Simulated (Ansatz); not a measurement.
Reaction (cleavage of the B–Ge bond): `O[SiH2][BH][GeH3]` + NH₃ → `NB[SiH2]O` + GeH₄

Isolated molecules relaxed with PBE0-D4/def2-TZVP in Ansatz; ΔE leaves out vibrations. CCSD(T)/CBS is the MP2 limit (def2-TZVPP, def2-QZVPP) plus CCSD(T) − MP2 in def2-TZVPP, frozen cores. This one scheme is used for every species. DFT in def2-TZVPP. For Ge outer-core shells are correlated without core-valence functions, which leaves a few kJ/mol of doubt a bond. Scalar relativity is left out up to krypton. One conformer a species, not always the lowest.

CCSD(T)/CBS gives -141.3 kJ/mol.

(1) Another level gave -155.9 kJ/mol. Which?
A. revPBE/def2-TZVPP
B. BHLYP/def2-TZVPP
C. CAM-B3LYP/def2-TZVPP
D. SCS-MP2/def2-TZVPP

Largest T1 diagnostic among the species: 0.013.

Results:

(1) B. BHLYP -155.9, SCS-MP2/def2-TZVPP -150.7, revPBE -144.9, CAM-B3LYP -160.3 kJ/mol.

The D4 term adds +4.4 kJ/mol with B3LYP and +2.6 kJ/mol with PBE0; it sums over pairs of atoms, weighted by their polarisabilities, and B3LYP, whose exchange is more repulsive, gets the larger term. At CCSD(T), def2-SVP lies −32.5 kJ/mol from the extrapolated value and def2-TZVPP −4.3 kJ/mol. Leaving LDA and LC-ωPBE aside and taking each functional with its dispersion term where it has one, the values, not all of them listed here, spread over 13.8 kJ/mol, from CAM-B3LYP-D4 to revPBE-D4. LDA lies −10.7 kJ/mol from PBE without D4.

B3LYP here is the variant with VWN-RPA as its local correlation; programs differ in this.
